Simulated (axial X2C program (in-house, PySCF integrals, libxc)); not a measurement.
**Low determinants of NiGa at the PBE0 level, with spin–orbit coupling**

All values were computed with an in-house relativistic program for diatomic molecules. Two-component (2c) means X2C with spin–orbit coupling and atomic mean-field two-electron Coulomb and Gaunt terms. Basis: Ga dyall-cv3z [9s9p7d4f1g], Ni dyall-cv3z [9s9p6d3f2g] (cores contracted in-house); Gaussian nuclei, density fitting, unrestricted open shells. Masses: Ga 68.926 u, Ni 57.935 u.

Search at 2.340 Å (vertical energies from the lowest determinant):

```csv
ΔE (eV),state,electrons beyond evenly filled partner blocks,"electrons in ±ω = 1/2, 3/2, 5/2, 7/2"
0.00,Ω = 5/2,ω = 5/2,40 16 3 0
0.14,Ω = 3/2,ω = 3/2,40 15 4 0
0.16,Ω = 1/2,ω = 1/2,39 16 4 0
1.20,Ω = 9/2,"ω = 1/2, ω = 3/2, ω = 5/2",39 17 3 0
1.34,Ω = 5/2,"2 × ω = 1/2, ω = 3/2",38 17 4 0
1.39,Ω = 7/2,"2 × ω = 1/2, ω = 5/2",40 16 3 0
1.48,Ω = 3/2,"ω = 1/2, ω = -3/2, ω = 5/2",39 17 3 0
```

Lowest determinant, Ω = 5/2 (⟨Sz⟩ = 0.50, ⟨Lz⟩ = 2.00 at PBE0): Re = 2.357 Å, ωe = 231.4 cm⁻¹.

The determinant in row 2 of the search, Ω = 3/2 (⟨Sz⟩ = -0.48, ⟨Lz⟩ = 1.98 at PBE0), was followed along the bond at PBE0; measured from the minimum of the lowest determinant it gives:

Te = 0.141 eV (1135 cm⁻¹), Re = 2.359 Å, ωe = 230.2 cm⁻¹.

Question: Compare the bond of the determinant in row 2 with that of the lowest one.

Answer: At PBE0 its Re is 0.002 Å longer and its force constant, which goes as ωe², is 0.99 times that of the lowest determinant. T0 ≈ Te + Δωe/2 = 1135 + (-1) = 1134 cm⁻¹.

The search compares states at one distance, so a state with another bond length can lie lower; it is not exhaustive and yields mostly the lowest determinant of each block pattern, so other components and higher states of one pattern are missing. These are energies of single determinants, not of spin-adapted states; PBE0 term energies can be off by some tenths of an eV, and the functional has no current term. The lowest determinant need not be the ground state where others lie within half an eV.
